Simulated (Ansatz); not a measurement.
Input file for Ansatz (a first-principles code): R-CCSD(T)/cc-pV(D+d)Z on BCl2HO (SMILES OB(Cl)Cl), a point of a torsion scan. Files ending in .json are basis or fitting sets from the Basis Set Exchange.

Ansatz 0.2 input:
```yaml
crystal:
  periodic: [false, false, false]
  atoms:
    - {symbol: O, position_ang: [-0.88054832, -0.47956662, 0.22119608]}
    - {symbol: B, position_ang: [0.33734593, 0.02218408, 0.11007781]}
    - {symbol: Cl, position_ang: [0.80020182, 1.45882304, 0.97992736]}
    - {symbol: Cl, position_ang: [1.56969668, -0.82375497, -0.78020897]}
    - {symbol: H, position_ang: [-1.70013543, -0.35297855, -0.24057493]}
basis:
  gaussian:
    orbitals: cc-pV_D+d_Z.json
magnetization: {spin_polarized: false}
correlation: {method: ccsd_t, electrons: outside_noble_gas}
scf: {lower_state_search: off}
```

Give the final energy of this run.

-1019.8617 hartree (reference determinant -1019.2759, T1 diagnostic 0.012).
